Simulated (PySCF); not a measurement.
Te(NH2)(SMe), CH₅NSTe, SMILES CS[Te]N, singlet (CAM-B3LYP/def2-SVP optimised geometry):

```
9

Te    -0.777    -1.181     0.000
N     -1.126     0.814     0.000
H     -1.517     1.181     0.863
H     -1.627     1.155    -0.815
S      1.627    -1.181     0.000
C      2.049    -0.878    -1.744
H      1.631    -1.651    -2.403
H      3.146    -0.907    -1.807
H      1.703     0.114    -2.063
```

Level of theory: PySCF 2.14.0 with CAM-B3LYP/def2-TZVP, def2 effective core potentials past Kr.

Problem. What are the frontier orbital energies and the dipole moment?

Solution. HOMO-2 -8.57 eV, HOMO-1 -8.21 eV, HOMO -7.50 eV, LUMO -0.13 eV, LUMO+1 0.19 eV; dipole moment 2.08 D.

On the same geometry PBE/def2-TZVP, def2 effective core potentials past Kr (PySCF) gives HOMO-2 -6.04 eV, HOMO-1 -5.70 eV, HOMO -5.17 eV, LUMO -1.90 eV, LUMO+1 -1.63 eV; dipole moment 2.06 D.
